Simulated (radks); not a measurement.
The numbers below are computed, except where a source is named.
Problem. The table gives one normalised radial function P(r) = r R(r) of F2+ in [He] 2s2 2p3 (r in bohr). Level of theory: scalar-relativistic Kohn-Sham, PBE, spin-unpolarised, spherical densities, finite nucleus; Fermi nuclear charge, rms radius 2.8976 fm (a radial shooting solver on a logarithmic mesh with Libxc functionals).

r            P
0.00837  0.0017
0.01022  0.0025
0.01249  0.0037
0.01537  0.0056
0.01878  0.0082
0.02312  0.0122
0.02824  0.0178
0.03449  0.0257
0.04246  0.0377
0.05186  0.0539
0.06335  0.0765
0.07799  0.1089
0.09526  0.1511
0.1164   0.2066
0.1433   0.2810
0.175    0.3699
0.2154   0.4801
0.2631   0.5997
0.3214   0.7252
0.3957   0.8499
0.4833   0.9483
0.5903   1.0060
0.7268   1.0045
0.8877   0.9353
1.084    0.8047
1.335    0.6248
1.63     0.4396
2.007    0.2671
2.452    0.1415
2.995    0.0619

Which n and l does it have? It may be an empty orbital.

Solution. n = 2, l = 1: the number of nodes gives n - l - 1 = 0, the rise at small r (about r^(l+1)) gives l, and the extent must fit the shell. The curve is that of 2p. 2p: eigenvalue -49.003 eV, 0 radial nodes, <r> = 0.896 bohr, 90 % of the charge inside 1.50 bohr.
